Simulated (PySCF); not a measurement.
These compounds are isomers of formula C₆H₇N₃O.

A. `C=Cc1cnnc(OC)n1`
B. SMILES C=Cc1n[nH]nc1C(C)=O
C. `CC(=O)c1ncc(C)nn1`
D. `C=Cn1nncc1C(C)=O`
E. SMILES C#CCn1ncc(OC)n1

Spectrum 1. $^{1}$H NMR (400 MHz, computed): δ 10.76 (br s, 1H), 8.19 (m, 1H), 6.96 (m, 1H), 5.99 (m, 1H), 2.76 (s, 3H). $^{13}$C{$^{1}$H} NMR (computed): δ 198.8 (C), 152.7 (C), 145.3 (C), 133.4 (CH), 129.4 (CH2), 31.4 (CH3).

Spectrum 2. $^{1}$H NMR (400 MHz, computed): δ 8.95 (m, 1H), 8.15 (s, 1H), 7.06 (m, 1H), 5.59 (m, 1H), 2.69 (s, 3H). $^{13}$C{$^{1}$H} NMR (computed): δ 193.4 (C), 143.4 (CH), 136.2 (CH), 136.2 (C), 115.3 (CH2), 31.4 (CH3).

Spectrum 3. $^{1}$H NMR (400 MHz, computed): δ 8.95 (s, 1H), 3.11 (s, 3H), 3.00 (s, 3H). $^{13}$C{$^{1}$H} NMR (computed): δ 201.4 (C), 164.5 (C), 161.9 (C), 154.6 (CH), 31.8 (CH3), 22.7 (CH3).

Spectrum 4. $^{1}$H NMR (400 MHz, computed): δ 7.14 (s, 1H), 5.03 (d, 2H), 4.11 (s, 3H), 1.82 (t, 1H). $^{13}$C{$^{1}$H} NMR (computed): δ 169.6 (C), 124.7 (CH), 83.0 (C), 81.4 (CH), 58.0 (CH3), 45.8 (CH2).

Spectrum 5. $^{1}$H NMR (400 MHz, computed): δ 9.08 (s, 1H), 7.79 (m, 1H), 6.81 (m, 1H), 6.32 (m, 1H), 4.24 (s, 3H). $^{13}$C{$^{1}$H} NMR (computed): δ 171.4 (C), 155.2 (C), 147.6 (CH), 139.7 (CH), 136.5 (CH2), 56.5 (CH3).

- σ from GIAO-PBE0/pcSseg-1
- coordinates at the GFN2-xTB level
- run in PySCF
- no solvent, fast rotation and ring inversion assumed for equivalent nuclei, non-relativistic Hamiltonian, a single conformation

Shifts are taken against calculated references (same method and geometry level): TMS for $^{1}$H and $^{13}$C. Where no couplings were computed, multiplicities follow the n + 1 count of equivalent neighbours, and m marks all less simple cases (inequivalent or close neighbours, rings, F or P nearby). Shifts are as computed. Against solution values, carbons near 30 ppm lie about +3 ppm off and those near 130 ppm about +5 ppm. Of 1211 compounds with measured shifts, 218 miss one by over three times the rms of a fit or turn the order of signals round; such compounds aren't used in these exercises. OH and NH positions are gas-phase values without hydrogen bonding to other molecules.

Problem. Match each spectrum to its structure.

Solution. 1–B, 2–D, 3–C, 4–E, 5–A.

- Spectrum 1 (B): 6 $^{13}$C signals; δC 198.8 is a ketone carbonyl carbon; δC 133.4 is an alkene CH.
- Spectrum 2 (D): 6 $^{13}$C signals; δC 193.4 is a ketone carbonyl carbon; δC 143.4 is an aromatic CH next to a ring nitrogen.
- Spectrum 3 (C): 6 $^{13}$C signals; δC 201.4 is a ketone carbonyl carbon; δC 154.6 is an aromatic CH next to a ring nitrogen.
- Spectrum 4 (E): 6 $^{13}$C signals; δC 169.6 is an aromatic carbon bearing oxygen; δC 83.0 is an alkyne carbon.
- Spectrum 5 (A): 6 $^{13}$C signals; δC 171.4 is an aromatic carbon bearing oxygen; δC 147.6 is an aromatic CH next to a ring nitrogen.
